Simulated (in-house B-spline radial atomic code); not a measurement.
A fraction x of an electron is removed from 4d in Ru5+, starting from [Kr] 4d3 and keeping the highest spin. Computed with an all-electron radial atomic-structure program (B-spline basis): scalar-relativistic (X2C) AM05, spin-polarised, spherical fractional occupations, Fermi nucleus of rms radius 4.4809 fm.

```
   x  E(x) - E(0) (eV)  4d up level (eV)
   0            0.0000           -68.714
0.07            4.8491           -69.831
0.23           16.2274           -72.402
0.34           24.2895           -74.182
0.46           33.3084           -76.136
 0.5           36.3669           -76.790
0.54           39.4516           -77.445
0.66           48.8633           -79.419
0.85           64.2517           -82.569
0.93           70.9105           -83.903
   1           76.8248           -85.076
```

The exact functional would give a straight line between the two integer points. Deviations E(x) - E(0) - x[E(1) - E(0)], in eV: -0.529 at x = 0.07, -1.442 at x = 0.23, -1.831 at x = 0.34, -2.031 at x = 0.46, -2.045 at x = 0.5, -2.034 at x = 0.54, -1.841 at x = 0.66, -1.049 at x = 0.85, -0.537 at x = 0.93.

The curve lies below the straight line by up to 2.045 eV (at x = 0.5): convex, the delocalisation error that favours fractional charges.

Question: How well does Slater's transition state (minus the level at half occupation) give the ionisation energy?

Answer: It gives 76.790 eV against 76.825 eV from the two total energies; NIST lists 76.00 eV, ground level to ground level.
